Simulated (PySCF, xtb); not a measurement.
Sb(Br)2(Me) (CH3Br2Sb), SMILES [CH3][Sb]([Br])[Br].

Harmonic wavenumbers (cm⁻¹) from GFN2-xTB in xtb at its own minimum, in rising order: 70, 106, 137, 141, 218, 228, 500, 769, 776, 1284, 1443, 1454, 3022, 3046, 3049.

**Question.** What does PBE-D3(BJ)/def2-SVP run with PySCF give at its own minimum? (Estimate from the structure and the level; the computed values follow.)

**Answer.** 72, 113, 135, 140, 238, 240, 492, 734, 737, 1159, 1365, 1370, 2983, 3103, 3121. Paired by order, the mean absolute difference is 39 cm⁻¹ and the zero-point energies are 23.2 and 22.9 kcal/mol.
